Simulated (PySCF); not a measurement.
Compound: C7H12F (charge +1).
Atom-mapped SMILES: `[CH3:1][C+:2]([CH2:3][F:4])[CH2:5][CH:6]1[CH2:7][CH2:8]1` (hydrogens: H9, H10, H11 on C1; H12, H13 on C3; H14, H15 on C5; H16 on C6; H17, H18 on C7; H19, H20 on C8)

Geometry (PBE0-D3(BJ)/def2-SVP, Å), atoms numbered from 1 in this order:
```xyz
20
C7H12F angstrom
C     -2.4251    0.4550   -1.0587
C     -2.1043   -0.9089   -0.6803
C     -3.1239   -1.9517   -0.8362
F     -2.7097   -3.1684   -0.4463
C     -0.8074   -1.2721   -0.1441
C      0.2520   -0.2212   -0.0247
C      1.6954   -0.6251   -0.0512
C      1.1209    0.1157   -1.2142
H     -3.4172    0.5956   -1.5043
H     -2.3137    1.0914   -0.1577
H     -1.6160    0.8273   -1.7175
H     -3.4324   -1.9575   -1.9051
H     -4.0294   -1.6370   -0.2725
H     -0.4853   -2.1784   -0.7067
H     -1.0464   -1.7728    0.8280
H     -0.0045    0.6065    0.6458
H      1.9283   -1.6859   -0.1834
H      2.3791   -0.0988    0.6181
H      0.9652   -0.4400   -2.1444
H      1.4034    1.1611   -1.3595
```

The closed-shell ground state was solved at several levels (PySCF, density fitting, gas phase, non-relativistic).

```json
{"level": "wB97X-D/pcSseg-1", "basis functions": "196", "HOMO (eV)": "-14.44", "LUMO (eV)": "-6.64", "gap (eV)": "7.80"}
{"level": "wB97X-D/def2-SVPD", "basis functions": "259", "HOMO (eV)": "-14.42", "LUMO (eV)": "-6.56", "gap (eV)": "7.86"}
```

(1) Estimate the row for PBE0/pcSseg-1, a basis of 196 functions; the other rows only guide the guess.

(2) Over all these levels, which gives the widest orbital gap and which the narrowest?

## Answers

(1) HOMO -12.57 eV, LUMO -8.44 eV, gap 4.13 eV.

(2) wB97X-D/def2-SVPD (range-separated hybrid) has the widest, 7.86 eV, and PBE0/pcSseg-1 (global hybrid, 25 % exact exchange) the narrowest, 4.13 eV. Functional and basis both differ between the two, so the spread mixes both effects.

One conformer stands for the species.
